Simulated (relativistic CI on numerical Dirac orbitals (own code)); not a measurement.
**Ru²⁺: resonant inelastic scattering at the L2,3 edge**

Computed with this model: Dirac-Coulomb-Breit CI, separate exchange-only KLI orbitals for each configuration, QED by a radiative potential, valence Slater integrals scaled by 0.8, Kramers-Heisenberg scattering through one core-hole configuration in a parametric crystal field; configurations [Kr] 4d6 → [He] 2s2 2p5 3s2 3p6 3d10 4s2 4p6 4d7; 300 K; core-hole width 0.96 eV; summed over polarisations. Incident energies are the highest absorption maxima for each field (at most a few, so the weaker spin-orbit partner edge can be absent), on the computed scale of the free ion. Intensities are in per cent of the strongest line above 0.02 eV; levels within 1 cm⁻¹ are merged; final levels count from the ground level, the first row holds all elastic scattering, lines under 0.4 are left out and each table stops after 24 rows. The scale of the Slater integrals is a model choice and moves the terms in proportion.

Field parameters in Wybourne normalisation: Oh B⁴₀ = 21Dq, B⁴₄ = √(5/14) B⁴₀. The field is a parameter set, without covalency.

S is read from ⟨S²⟩ = S(S + 1).

Oh, 10Dq = 4700 cm⁻¹:

```
Final level (eV)  Degeneracy  Irrep     S  2840.2 eV  2841.2 eV  2969.2 eV
           0.000           3     T2  1.99      654.8      367.0       87.5
           0.043           2      E  1.99       41.5       30.6        8.3
           0.054           3     T1  1.99       56.4       32.3       14.2
           0.102           1     A1  1.98       27.1       16.2        7.3
           0.137           3     T1  1.99      100.0       41.3       31.7
           0.153           3     T2  1.99       82.9       38.0       24.9
           0.684           1     A2  1.99        9.9       19.5        4.8
           0.687           3     T2  1.99       27.9       63.4       10.7
           0.689           2      E  1.98       16.4       31.5        4.8
           0.697           3     T1  1.98       15.6       34.4        7.5
           0.703           1     A1  1.98        2.1        6.3        1.6
           1.285           1     A1  0.83        2.7        1.7        5.1
           1.314           2      E  1.00        3.9        2.8        4.2
           1.337           3     T2  1.01        3.8        2.4        5.0
           1.434           3     T1  1.01        7.7        5.5       12.4
           1.570           3     T1  0.96        5.0        3.9        8.6
           1.630           2      E  1.01        5.5        5.4       10.7
           1.637           1     A2  1.00        0.6        0.9        1.1
           1.642           3     T2  1.00        4.5        3.0        5.4
           1.810           2      E  0.99        3.2        2.5        2.8
           1.819           3     T1  0.96        4.2        2.8        8.9
           1.850           3     T2  1.00        5.0        1.5        8.1
           1.858           1     A1  0.61        0.3        0.2        0.6
           1.911           1     A1  0.85        1.7        0.8        4.8
```

Oh, 10Dq = 10650 cm⁻¹:

```
Final level (eV)  Degeneracy  Irrep     S  2839.5 eV  2840.5 eV  2841.5 eV
           0.000           3     T2  1.99      389.5      595.8      314.8
           0.036           2      E  1.96       16.3       41.2       17.3
           0.049           3     T1  1.97       21.5       56.3       22.9
           0.059           1     A1  1.67        9.3       22.8       11.9
           0.126           3     T1  1.96       33.3      100.0       44.3
           0.135           3     T2  1.95       40.3       77.0       41.5
           0.242           1     A1  0.89        1.9        5.6        3.4
           0.662           2      E  1.05        7.6        3.6        3.1
           0.688           3     T2  1.07        7.7        5.0        3.6
           0.797           3     T1  1.08        8.6        8.5        6.5
           0.946           1     A1  0.95        2.4        2.5        1.6
           1.063           3     T1  0.95       11.7       16.9        6.8
           1.114           2      E  1.02        9.6        9.9        4.3
           1.183           3     T2  1.02        7.6        5.9        6.3
           1.211           1     A2  1.01        1.9        0.9        1.7
           1.390           3     T1  1.77        4.6       25.0       48.6
           1.395           1     A1  1.94        0.8        2.8       13.0
           1.402           2      E  1.94        2.8       25.1       38.5
           1.408           3     T2  1.96        5.4       33.7       75.4
           1.414           1     A2  1.97        1.3        9.3       22.0
           1.460           3     T1  0.73        3.7        3.6        6.7
           1.830           2      E  1.02        3.1        3.1        4.4
           1.856           3     T2  1.01        6.8        4.1        2.0
           1.895           3     T1  1.00        4.3        3.7        7.0
```

Oh, 10Dq = 16550 cm⁻¹:

```tsv
Final level (eV)	Degeneracy	Irrep	S	2840.5 eV	2969.5 eV
0.000	1	A1	0.10	481.4	50.3
1.026	2	E	1.35	19.5	5.3
1.046	3	T2	1.29	1.0	0.3
1.066	3	T1	1.47	8.9	0.2
1.116	1	A1	1.54	26.3	22.6
1.163	3	T2	1.95	4.7	2.6
1.225	3	T1	1.92	5.8	3.3
1.288	2	E	1.71	4.6	6.3
1.444	3	T1	1.68	2.0	0.4
1.504	1	A1	1.55	5.9	7.4
1.620	3	T1	0.99	100.0	4.3
1.670	2	E	1.06	5.3	20.1
1.740	3	T2	1.02	30.4	26.5
1.931	3	T1	0.27	92.1	59.9
2.888	3	T2	0.21	44.4	8.6
2.964	2	E	1.07	0.5	0.1
3.003	3	T2	1.03	0.7	0.0
3.005	3	T1	1.12	2.1	0.1
3.155	3	T2	1.07	2.0	0.6
3.170	3	T1	1.12	0.2	1.4
3.178	2	E	1.23	0.8	0.4
3.271	3	T2	1.69	1.1	0.5
3.285	3	T1	1.57	2.9	0.4
3.287	1	A1	1.61	0.9	0.3
```

For the first field the strongest loss at the lowest incident energy is the level at 0.14 eV (S = 1.99, against 1.99 in the thermal ground state). Levels of other spin, the first over 8 % at 1.43 eV, appear because spin-orbit coupling of the core hole, and in heavier ions of the valence shell too, mixes spins.
